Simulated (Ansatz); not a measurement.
`F[SiH2][InH2]` + CH₃NH₂ → `C[NH][InH2]` + `F[SiH3]` at 500 K and 1 bar (cleavage of the In–Si bond).

Computed with Ansatz on PBE0-D4/def2-TZVP structures; ΔE is electronic, products minus reactants. CBS: MP2 limit from def2 TZ/QZ plus the TZ coupled-cluster correction, frozen cores. This one scheme is used for every species. Elements past krypton have def2 core potentials. For In outer-core shells are correlated without core-valence functions, which leaves a few kJ/mol of doubt a bond.

```tsv
species	CCSD(T)/CBS energy (Eh)	H − E (kJ/mol)	S (J/(mol·K))
`F[SiH2][InH2]`	-581.11562	120.8	387.6
CH₃NH₂	-95.75281	191.8	270.3
`C[NH][InH2]`	-286.14916	209.9	370.3
`F[SiH3]`	-390.72345	94.1	267.5
```

H − E and S are ideal-gas, rigid-rotor, harmonic terms from PBE0-D4/def2-TZVP. 1 Eh = 2625.50 kJ/mol, R = 8.31446 J/(mol·K).

Task: By hand: ΔE, ΔH, ΔS and ΔG.

Result: ΔE = (-286.14916) + (-390.72345) − (-581.11562) − (-95.75281) = -0.00418 Eh = -11.0 kJ/mol. Δ(H − E) = 209.9 + 94.1 − 120.8 − 191.8 = -8.6, so ΔH = -19.6 kJ/mol. ΔS = 370.3 + 267.5 − 387.6 − 270.3 = -20.1 J/(mol·K). ΔG = -19.6 − 500 × (-20.1)/1000 = -9.6 kJ/mol.

Task: By hand: the equilibrium constant, and the temperature at which ΔG would vanish if ΔH and ΔS stayed fixed.

Result: log₁₀ K = −ΔG/(RT ln 10) = 1.0. ΔG = 0 at ΔH/ΔS = 975 K.

TΔS isn't small against ΔH here. A doubt of 5 kJ/mol in ΔE shifts log₁₀ K by 0.5 here. These are equilibria of isolated gas molecules and say nothing of rates. Largest T1 diagnostic: 0.016 (customary marks: 0.02 for closed shells, 0.045 for open ones).
